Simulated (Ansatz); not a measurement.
Resist copolymers: binding per atom (eV) at several levels, gas phase, relaxed structures; Ansatz. Core potentials for I in the def2 sets, no spin–orbit coupling. Binding counts from free atoms in the multiplicity of their measured ground term, without zero-point energy. A dash marks a value that wasn't run or was left out as unsound. The structures are stationary points that may keep the symmetry of their start.

```json
{"species": "CCC(CC(C)c1ccc(Cl)cc1)c1ccc(Cl)cc1", "state": "singlet", "geometry": "r2SCAN-D4/def2-SVP", "PBE-D4/def2-SVP": "4.93", "r2SCAN-D4/def2-SVP": "–", "B3LYP-D4/6-31G": "4.62", "B3LYP-D4/def2-SVP": "–", "PBE0-D4/def2-SVP": "4.85"}
{"species": "CCC(CC(C)c1ccc(I)cc1)c1ccc(OC(C)(C)C)cc1", "state": "singlet", "geometry": "PBE-D4/def2-SVP", "PBE-D4/def2-SVP": "4.79", "r2SCAN-D4/def2-SVP": "4.67", "B3LYP-D4/6-31G": "–", "B3LYP-D4/def2-SVP": "4.65", "PBE0-D4/def2-SVP": "4.72"}
{"species": "CCC(C)(CC(C)(CC(C)(C)C(=O)OCc1ccccc1)C(=O)OC(C)(C)C)C(=O)OCC1CO1", "state": "singlet", "geometry": "PBE-D4/def2-SVP", "PBE-D4/def2-SVP": "4.73", "r2SCAN-D4/def2-SVP": "4.60", "B3LYP-D4/6-31G": "4.40", "B3LYP-D4/def2-SVP": "4.58", "PBE0-D4/def2-SVP": "4.64"}
```

**Question.** Estimate the rows for CCC(C)(CC(C)(CC(C)(C)C(=O)OCc1ccccc1)C(=O)OC)C(=O)OC1CCOC1=O (singlet, PBE-D4/def2-SVP geometry).

**Answer.** 
| species | state | geometry | PBE-D4/def2-SVP | r2SCAN-D4/def2-SVP | B3LYP-D4/6-31G | B3LYP-D4/def2-SVP | PBE0-D4/def2-SVP |
| --- | --- | --- | --- | --- | --- | --- | --- |
| CCC(C)(CC(C)(CC(C)(C)C(=O)OCc1ccccc1)C(=O)OC)C(=O)OC1CCOC1=O | singlet | PBE-D4/def2-SVP | 4.84 | 4.70 | 4.47 | 4.67 | 4.74 |
